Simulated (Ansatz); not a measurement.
Process, species as SMILES: C[Si](F)(F)Cl [chloro-difluoro-methylsilane] → C[Si](F)Cl + F atom (the F-Si bond at the site shown breaks; other sites are not compared here)
Geometries: B3LYP-D3(BJ)/def2-TZVP minima from Ansatz (a program for electronic structure). Frequencies are from Ansatz.
Geometry of the first species:
```xyz
8

C     -1.9513    -0.1167     0.1792
Si    -0.1434     0.2047     0.2177
F      0.4442    -0.0361     1.6731
F      0.1717     1.7160    -0.1536
Cl     0.8911    -0.9845    -1.0773
H     -2.1604    -1.1522     0.4503
H     -2.3498     0.0658    -0.8195
H     -2.4656     0.5386     0.8845
```

Property: bond dissociation energy (0 K, with B3LYP-D3(BJ) harmonic zero-point energies), in kcal/mol. Valence correlation only, unless marked. UHF or UKS for open shells. Spin-orbit coupling is left out. Non-relativistic. Basis-set limits of correlation are two-point, X^-3; Hartree-Fock from the larger set. The bracket is a focal-point correction in the basis named.

```csv
level,program,bond dissociation energy (kcal/mol)
HF/aug-cc-pV(T+d)Z,Ansatz,122.3
```

Q: Estimate the value at RI-MP2/CBS(aug-cc-pV(T+d)Z,aug-cc-pV(Q+d)Z)+[CCSD(T)-MP2]/aug-cc-pV(T+d)Z as computed with Ansatz.

A: 162.9 kcal/mol, so HF/aug-cc-pV(T+d)Z differs from it by -40.6 kcal/mol.
